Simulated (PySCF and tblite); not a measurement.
C₃H₅NO₂S, numbered as in [O:1]=[S@:2]1[CH2:3][CH:4]=[N:5][CH2:6][O:7]1.

First level. Level: PBE0-D3(BJ)/pcSseg-1 (IEF-PCM, acetonitrile)//GFN2-xTB, thermal terms from GFN2-xTB, symmetry numbers and mirror pairs counted. Conformers within 3 kcal/mol (GFN2-xTB free energy) were kept, 10 at most. GIAO shieldings: PBE0/pcSseg-1 (IEF-PCM, acetonitrile). Shifts are against TMS (¹H), TMS (¹³C), NH3 (¹⁵N) at the same level; of two unlike H on one atom, a is the less shielded. (PySCF 2.14, tblite 0.8.)

It gives, at 298.15 K, with 2 conformers (largest weight 100 %): ¹H: 8.19 (H4, 1H), 6.28 (H6a, 1H), 6.06 (H6b, 1H), 3.41 (H3a, 1H), 3.39 (H3b, 1H) ppm. ¹³C: 161.9 (C4), 75.3 (C6), 58.6 (C3) ppm. ¹⁵N: 362.4 (N5) ppm.

Second level: GFN2-xTB geometries, energies B97-D-D3(BJ)/cc-pVDZ (IEF-PCM, dimethylsulfoxide), shieldings B97-2/pcSseg-1 (IEF-PCM, dimethylsulfoxide), level shift 0.2, on up to 4 of the same conformers.

Problem. How do the averaged shifts change?

Solution. 
```csv
signal,first,second,change (ppm)
H3b,3.39,3.40,0.02
H3a,3.41,3.39,-0.02
H4,8.19,8.16,-0.03
H6a,6.28,6.23,-0.06
H6b,6.06,6.04,-0.02
C3,58.6,57.5,-1.2
C4,161.9,159.0,-2.8
C6,75.3,74.7,-0.5
```

The largest weight becomes 100 %.

Unscaled ¹⁵N shifts at such levels can be off by tens of ppm; differences between conformers or isomers are more reliable. Shifts are unscaled: against experiment ¹³C can be off by 15 ppm or more and ¹H by 0.8 ppm.


¹⁵N shifts are against a computed isolated NH3 molecule, about 20 ppm from the liquid.

Conformer gaps in cc-pVDZ or pcSseg-1 on xTB geometries can be 2 kcal/mol off for S=O, P=O and other polar bonds.